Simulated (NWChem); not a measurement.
System: C3H3Cl2F; SMILES F[C@@H]1CC1(Cl)Cl

```xyz
9

F     -0.4874     2.1390    -0.6078
C     -1.0017     0.9476    -0.2068
C     -0.8264     0.5373     1.2378
C     -0.0542    -0.1724     0.1489
Cl     1.6757     0.1380     0.0048
Cl    -0.5368    -1.8236    -0.2790
H     -1.9271     0.6760    -0.7446
H     -1.6391    -0.0082     1.7415
H     -0.2372     1.2201     1.8698
```
Atoms are numbered in this order, from 1.

Level: PBE-D3(BJ)/def2-SVP (NWChem), optimised geometry, unscaled harmonic frequencies. 

Question: List the harmonic frequencies with IR intensities, and the thermochemistry.

Answer: 
| frequency (cm⁻¹) | IR intensity (km/mol) |
|---|---|
| 161 | 1.8 |
| 205 | 1.5 |
| 256 | 2.2 |
| 314 | 0.2 |
| 435 | 2.4 |
| 462 | 4.4 |
| 546 | 25.2 |
| 733 | 54.2 |
| 789 | 11.3 |
| 905 | 21.1 |
| 955 | 4.7 |
| 992 | 16.6 |
| 1039 | 44.2 |
| 1061 | 33.5 |
| 1152 | 48.6 |
| 1219 | 18.1 |
| 1328 | 10.5 |
| 1406 | 49.6 |
| 3071 | 0.3 |
| 3089 | 5.1 |
| 3178 | 1.6 |

```
Property                                                                           Result
-----------------------------------------------------------------------  ----------------
zero-point energy                                                           33.3 kcal/mol
thermal correction to the enthalpy at 298.15 K (with zero-point energy)     37.7 kcal/mol
heat capacity Cv                                                         21.0 cal/(mol K)
entropy at 298.15 K and 1 atm (symmetry number 1)                        79.4 cal/(mol K)
dipole moment                                                                      1.80 D
```

Rigid rotor and harmonic oscillator.
